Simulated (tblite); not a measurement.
Species: C4H7BrGeO3.
SMILES with atom numbers: `[O:1]=[C:2]1[O:3][CH2:4][C@@H:5]([CH2:6][Br:7])[O:8][GeH2:9]1` (hydrogens: H10, H11 on C4; H12 on C5; H13, H14 on C6; H15, H16 on Ge9)

Computed with GFN2-xTB (tblite), gas phase: L-BFGS steps from a force-field or distance-geometry start until the largest atomic force falls under 0.01 eV/Å.

Step 6: E = -825.7511 eV
```
atom  x, y, z in Å  |  force x, y, z in eV/Å
O1     -2.1596    1.4607    1.8221   -0.218   0.003   0.281
C2     -1.4688    1.0056    0.9571    0.118   0.374   0.308
O3     -0.2253    1.4944    0.8052    0.122  -0.144   0.016
C4      0.4556    1.2007   -0.3931    0.095   0.087  -0.237
C5      0.7517   -0.2802   -0.6674    0.103  -0.011  -0.078
C6      1.7451   -0.7969    0.3725    0.033   0.120   0.027
Br7     1.9944   -2.6961    0.1464    0.084  -0.080   0.019
O8     -0.3967   -1.0843   -0.7494   -0.018   0.050   0.056
Ge9    -1.9936   -0.5539   -0.1297    0.359   0.038  -0.075
H10     1.4059    1.7300   -0.3169    0.055   0.128  -0.025
H11    -0.1153    1.6169   -1.2317   -0.021  -0.063  -0.123
H12     1.2686   -0.3244   -1.6500   -0.279  -0.037   0.173
H13     1.4244   -0.6267    1.3997   -0.220  -0.049  -0.013
H14     2.7096   -0.3067    0.2228    0.001  -0.123   0.005
H15    -2.8357   -0.1852   -1.2955   -0.210  -0.049  -0.370
H16    -2.5681   -1.6448    0.6964   -0.003  -0.244   0.037
```

Step 7: E = -825.7738 eV
```
atom  x, y, z in Å  |  force x, y, z in eV/Å
O1     -2.1472    1.4712    1.8427   -0.102  -0.059   0.115
C2     -1.4728    1.0176    0.9623    0.037   0.297   0.339
O3     -0.2250    1.4855    0.7971    0.124  -0.018   0.171
C4      0.4559    1.2034   -0.4031    0.065  -0.001  -0.108
C5      0.7567   -0.2800   -0.6759   -0.010   0.043   0.098
C6      1.7487   -0.7987    0.3657    0.008   0.069   0.119
Br7     2.0008   -2.7053    0.1620    0.074  -0.012  -0.049
O8     -0.3998   -1.0778   -0.7356    0.120   0.027  -0.016
Ge9    -1.9921   -0.5460   -0.1314    0.118   0.032  -0.066
H10     1.3961    1.7451   -0.3113    0.126   0.102  -0.091
H11    -0.1206    1.6220   -1.2336   -0.024  -0.074  -0.203
H12     1.2602   -0.3251   -1.6583   -0.193  -0.077   0.048
H13     1.4150   -0.6431    1.3919   -0.216   0.027  -0.040
H14     2.7173   -0.3101    0.2376   -0.035  -0.123  -0.049
H15    -2.8413   -0.1955   -1.3106   -0.122  -0.071  -0.257
H16    -2.5597   -1.6541    0.6888    0.029  -0.162  -0.012
```

Step 8: E = -825.7894 eV
```
atom  x, y, z in Å  |  force x, y, z in eV/Å
O1     -2.1436    1.4767    1.8589    0.014  -0.044   0.042
C2     -1.4739    1.0303    0.9717    0.011   0.116   0.209
O3     -0.2210    1.4799    0.7955    0.101   0.089   0.232
C4      0.4577    1.2055   -0.4115    0.006  -0.005   0.054
C5      0.7595   -0.2792   -0.6789   -0.046   0.069   0.172
C6      1.7505   -0.7983    0.3637   -0.025  -0.012   0.130
Br7     2.0062   -2.7111    0.1701    0.057   0.049  -0.078
O8     -0.3991   -1.0733   -0.7277    0.153  -0.005  -0.037
Ge9    -1.9874   -0.5405   -0.1337   -0.120   0.046  -0.036
H10     1.3928    1.7561   -0.3100    0.113   0.059  -0.142
H11    -0.1241    1.6231   -1.2389   -0.007  -0.087  -0.187
H12     1.2506   -0.3272   -1.6616   -0.086  -0.094  -0.064
H13     1.4045   -0.6521    1.3870   -0.189   0.071  -0.033
H14     2.7216   -0.3145    0.2452   -0.038  -0.092  -0.056
H15    -2.8477   -0.2030   -1.3256   -0.017  -0.099  -0.124
H16    -2.5543   -1.6635    0.6843    0.073  -0.060  -0.080
```

**Question.** Estimate the geometry and energy of step 9. (The exact step hangs on the optimiser's Hessian estimate; all steps are aligned on step 8, rigid shifts and turns removed.)

**Answer.** E = -825.7991 eV, largest force 0.239 eV/Å
```
atom  x, y, z in Å  |  force x, y, z in eV/Å
O1     -2.1441    1.4788    1.8695    0.097  -0.018   0.016
C2     -1.4729    1.0395    0.9808    0.017  -0.018   0.079
O3     -0.2158    1.4785    0.7993    0.059   0.130   0.192
C4      0.4592    1.2075   -0.4152   -0.034   0.028   0.144
C5      0.7608   -0.2777   -0.6775   -0.029   0.059   0.122
C6      1.7505   -0.7979    0.3652   -0.043  -0.057   0.087
Br7     2.0103   -2.7130    0.1721    0.039   0.078  -0.081
O8     -0.3961   -1.0711   -0.7246    0.081  -0.020  -0.013
Ge9    -1.9853   -0.5367   -0.1359   -0.212   0.062  -0.010
H10     1.3937    1.7626   -0.3126    0.058   0.019  -0.162
H11    -0.1257    1.6212   -1.2454    0.019  -0.102  -0.096
H12     1.2428   -0.3303   -1.6629   -0.014  -0.080  -0.084
H13     1.3947   -0.6547    1.3845   -0.153   0.083  -0.002
H14     2.7230   -0.3190    0.2473   -0.031  -0.057  -0.031
H15    -2.8521   -0.2085   -1.3369    0.049  -0.114  -0.039
H16    -2.5505   -1.6703    0.6809    0.097   0.007  -0.122
```

The energy changes by -0.0097 eV. The first-order estimate −F·Δx gives -0.0135 eV and the mean of the old and new forces, exact on a quadratic surface, -0.0097 eV. The step makes an angle of 50° with the force vector and moves no atom by more than 0.013 Å.

The cost below is that of the whole relaxation. Hardware: an Arm Neoverse N1 with one thread, shared host. Cost: 0.94 s of wall time.
